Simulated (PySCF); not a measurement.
A structure optimised at PBE0-D3(BJ)/def2-SVP, used in a PySCF frequency run:

```xyz
11

C      1.8454     1.5410     0.0000
C      0.6255     1.0787     0.0000
C     -0.6072     0.6094     0.0000
F     -1.6423     1.4713     0.0000
C     -1.0404    -0.7800     0.0000
C     -0.2701    -1.8711     0.0000
F      1.0531    -1.8188     0.0000
H      2.3835     1.7417    -0.9350
H      2.3835     1.7417     0.9350
H     -2.1216    -0.9324     0.0000
H     -0.6612    -2.8918     0.0000
```
Charge 0, spin multiplicity 1.

Task: Write its SMILES, formula and point group.

Result: C=C=C(F)/C=C\F, C5H4F2, Cs

Task: What are its rotational constants (standard atomic weights)?

Result: 3.3612, 2.2819, 1.3722 GHz
